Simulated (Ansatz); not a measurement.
Reaction (ligand exchange at the Si–O bond): `[SiH3]OB(O[SiH3])O[SiH3]` + `O[Si](F)(Cl)O[SiH3]` → `F[Si](Cl)(O[SiH3])O[SiH3]` + `OB(O[SiH3])O[SiH3]`

Isolated molecules relaxed with PBE0-D4/def2-TZVP in Ansatz; ΔE leaves out vibrations. CCSD(T)/CBS adds triple-zeta CCSD(T) − MP2 to the extrapolated MP2 energy (def2 sets, frozen cores). DFT in def2-TZVPP. B3LYP here is the variant with VWN-RPA as its local correlation; programs differ in this. One conformer a species, not always the lowest.

```
             level  ΔE (kJ/mol)  difference from CCSD(T)/CBS
            PBE-D4         -4.8                         -0.3
         r2SCAN-D4         -4.8                         -0.3
           PBE0-D4         -6.2                         -1.7
          B3LYP-D4         -7.2                         -2.7
           ωB97X-V         -4.6                         -0.1
           ωB97M-V         -4.4                          0.1
            B2PLYP         -3.6                          0.9
               PBE         -3.2                          1.3
            r2SCAN         -4.6                         -0.1
              PBE0         -4.8                         -0.3
             B3LYP         -4.5                          0.0
     HF/def2-TZVPP         -6.4                         -1.9
    MP2/def2-TZVPP         -2.2                          2.3
SCS-MP2/def2-TZVPP         -2.7                          1.8
   CCSD/def2-TZVPP         -3.1                          1.4
CCSD(T)/def2-TZVPP         -2.1                          2.4
     HF/def2-QZVPP         -7.6                         -3.1
    MP2/def2-QZVPP         -4.0                          0.5
SCS-MP2/def2-QZVPP         -4.5                          0.0
      HF/CBS(def2)         -7.7                         -3.2
     MP2/CBS(def2)         -4.6                         -0.1
    CCSD/CBS(def2)         -5.4                         -0.9
       CCSD(T)/CBS         -4.5                            0
```

Largest T1 diagnostic among the species: 0.012.

In def2-TZVPP, CCSD(T) changes the Hartree–Fock value by +4.3 kJ/mol (the triples alone add +1.0 kJ/mol) and MP2 by +4.2 kJ/mol.
